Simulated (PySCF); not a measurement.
Write Cartesian coordinates for `N#C[SiH](O)O` as optimised with PBE0-D3(BJ)/def2-SVP.

```xyz
8
CH3NO2Si angstrom
N      2.4790    0.8385   -0.3652
C      1.4391    0.4497   -0.0298
Si    -0.2626   -0.1488    0.4650
O     -0.4833   -1.6835   -0.0757
O     -1.3113    0.9344   -0.2005
H     -0.3648   -0.2048    1.9320
H     -0.4846   -1.8415   -1.0248
H     -0.9572    1.6353   -0.7551
```

Any rigid rotation of these coordinates is as good. Atoms count from 1 in this order. Si3 (oxygen-bound silicon) is distorted tetrahedral (angles from 105.2° to 113.3°).

Bonds between heavy atoms (Å): N1≡C2 1.160, C2–Si3 1.871, Si3–O4 1.642, Si3–O5 1.648.

Theory: PBE0-D3(BJ)/def2-SVP geometry optimisation, gas phase in PySCF.

Stationary, but not proved a minimum. One conformer, not necessarily the lowest (C2–Si3–O4–H -64°, C2–Si3–O5–H 4°).

***

Question: What does the PBE0-D3(BJ)/def2-SVP structure of InChI=1S/CH3F3GeS/c2-1(3,4)5-6/h6H,5H2 look like in three dimensions?

Answer: 
Z-matrix in Å and degrees, rows numbered from 1:
```
F 
C   1  1.3412
F   2  1.3337  1  107.53
F   2  1.3406  1  107.42  3  -115.52
Ge  2  1.9990  1  111.00  3   123.17
S   5  2.2129  2  108.48  1   -57.14
H   5  1.5350  2  107.09  1    64.37
H   5  1.5310  2  108.83  1  -173.16
H   6  1.3511  5   93.99  2    63.50
```

S6 (sulfur bonded to Ge and H) is bent (angle 94.0°). Ge5 (germanium bonded to C, S and 2 H) is distorted tetrahedral (angles from 106.9° to 113.0°).

Computed with PySCF, PBE0-D3(BJ)/def2-SVP geometry optimisation, gas phase.

No frequency check. The numbers are those of one conformer (C2–Ge5–S6–H 63°).
